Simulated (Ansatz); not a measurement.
`[OH][GeH]([Cl])[Br]` + HCl → `[OH][GeH]([Cl])[Cl]` + HBr at 400 K and 1 bar (ligand exchange at a Ge–Br bond).

Calculated with Ansatz (gas phase, PBE0-D4/def2-TZVP geometries, no zero-point term in ΔE). CBS: MP2 limit from def2 TZ/QZ plus the TZ coupled-cluster correction, frozen cores. This one scheme is used for every species. For Br, Ge outer-core shells are correlated without core-valence functions, which leaves a few kJ/mol of doubt a bond. Scalar relativity is left out up to krypton. One conformer a species, not always the lowest.

```tsv
species	CCSD(T)/CBS energy (Eh)	H − E (kJ/mol)	S (J/(mol·K))
`[OH][GeH]([Cl])[Br]`	-5185.69710	92.3	376.2
HCl	-460.38127	29.6	195.4
`[OH][GeH]([Cl])[Cl]`	-3072.15640	92.8	364.0
HBr	-2573.91920	27.6	207.2
```

H − E and S are ideal-gas, rigid-rotor, harmonic terms from PBE0-D4/def2-TZVP, for one conformer and one mirror image of each species. 1 Eh = 2625.50 kJ/mol, R = 8.31446 J/(mol·K).

Q: By hand: ΔE, ΔH, ΔS and ΔG.

A: ΔE = (-3072.15640) + (-2573.91920) − (-5185.69710) − (-460.38127) = 0.00277 Eh = 7.3 kJ/mol. Δ(H − E) = 92.8 + 27.6 − 92.3 − 29.6 = -1.5, so ΔH = 5.8 kJ/mol. ΔS = 364.0 + 207.2 − 376.2 − 195.4 = -0.4 J/(mol·K). ΔG = 5.8 − 400 × (-0.4)/1000 = 6.0 kJ/mol.

Q: By hand: the equilibrium constant, and the temperature at which ΔG would vanish if ΔH and ΔS stayed fixed.

A: log₁₀ K = −ΔG/(RT ln 10) = -0.8. ΔH and −TΔS have one sign here, so there is no such temperature. One of them is within its doubt of zero, so this could turn.

The number of gas molecules stays the same, so ΔS is small and ΔH decides. A doubt of 5 kJ/mol in ΔE shifts log₁₀ K by 0.7 here. Other conformers and mirror images would add mixing entropy, several J/(mol·K) or more a flexible species. These are equilibria of isolated gas molecules and say nothing of rates. Largest T1 diagnostic: 0.010 (customary marks: 0.02 for closed shells, 0.045 for open ones).
